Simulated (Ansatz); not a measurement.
`C[N]=[W]([F])([F])([Cl])[Cl]`, relaxed with RKS PBE0-D4/def2-TZVP in Ansatz from a PBE-D4/def2-SVP geometry. The force threshold is 0.005 eV/Å; the program also tests the step.

Charge 0, multiplicity 1. W takes the def2 core potential.

Start:

```xyz
10

C     1.019   -0.696   -1.301
N     0.211   -0.181   -0.259
W    -0.762    0.449    1.018
F     0.075   -0.160    2.602
F    -2.016   -0.920    1.391
Cl    0.232    2.505    1.439
Cl   -2.476    1.514   -0.135
H     0.416   -1.342   -1.974
H     1.451    0.135   -1.900
H     1.852   -1.301   -0.882
```

```csv
step,energy (eV),largest force (eV/Å),largest move (Å)
1,-34874.9922,1.142,0.000
2,-34875.0522,0.311,0.048
3,-34875.0595,0.071,0.022
4,-34875.0598,0.030,0.006
5,-34875.0599,0.014,0.005
6,-34875.0599,0.012,0.004
7,-34875.0600,0.014,0.011
8,-34875.0600,0.018,0.018
9,-34875.0601,0.030,0.032
10,-34875.0602,0.031,0.013
11 (rejected),-34875.0598,0.164,0.082
13 (rejected),-34875.0605,0.100,0.054
15,-34875.0608,0.056,0.049
17,-34875.0611,0.032,0.051
19 (rejected),-34875.0556,0.659,0.020
21,-34875.0616,0.013,0.033
23,-34875.0618,0.028,0.004
25,-34875.0621,0.018,0.042
27 (rejected),-34875.0621,0.066,0.013
29,-34875.0622,0.024,0.021
31 (rejected),-34875.0622,0.078,0.011
33,-34875.0623,0.027,0.022
35,-34875.0624,0.021,0.024
37,-34875.0625,0.024,0.027
39,-34875.0625,0.029,0.021
41,-34875.0626,0.020,0.035
43,-34875.0627,0.004,0.006
44,-34875.0627,0.004,0.010
```

End:

```xyz
10

C     1.015   -0.692   -1.294
N     0.218   -0.191   -0.241
W    -0.744    0.440    1.011
F     0.179    0.033    2.586
F    -1.856   -0.971    1.529
Cl    0.077    2.573    1.246
Cl   -2.561    1.272   -0.122
H     0.417   -0.764   -2.207
H     1.858   -0.017   -1.471
H     1.397   -1.683   -1.037
```

It took 5.5 min on 4 threads of an Arm Neoverse V2 on a shared host, with 0.96 GiB of host memory at the peak.
